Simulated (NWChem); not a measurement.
BH₃SeO₂; SMILES OB(O)[SeH]

```xyz
7

B      0.0026    -0.9724     0.0000
O      1.1545    -1.6967     0.0000
H      1.9634    -1.1783     0.0000
O     -1.1906    -1.6108     0.0000
H     -1.0753    -2.5688     0.0000
Se     0.0243     0.9990     0.0000
H     -1.4393     1.1044     0.0000
```
Atoms are numbered in this order, from 1.

All runs: NWChem. The geometry was optimised at PBE0/def2-SVP. Ions are spin-unrestricted doublets at the neutral geometry. Hybrids' shares of exact exchange are those that their runs print; pure functionals count as 0. The functionals differ in more than this share.

```csv
row,share of exact exchange,ΔSCF ionisation energy minus −ε(HOMO) (eV)
PBE/def2-SVP,0.00,3.57
B3LYP/def2-SVP,0.20,2.80
PBE0/def2-SVP,0.25,2.49
BHandHLYP/def2-SVP,0.50,withheld
```

Q: Fit a straight line of the last column on the one before it, predict the withheld value, and compare with the run.

A: 
1. Means of the 3 shown rows: x = 0.150, y = 2.953. Slope Σ(x − x̄)(y − ȳ)/Σ(x − x̄)² = -0.1465/0.03500 = -4.186; intercept 3.581.
2. The shown rows scatter about the line by 0.042 (root mean square); the largest residual is +0.06, at B3LYP/def2-SVP.
3. At x = 0.50 (BHandHLYP/def2-SVP; beyond the shown range) the line gives 1.49.
4. The run gives 1.45, -0.04 from the line, 1.0 times the scatter. The line crosses zero at a share of 0.86, outside the shown range.
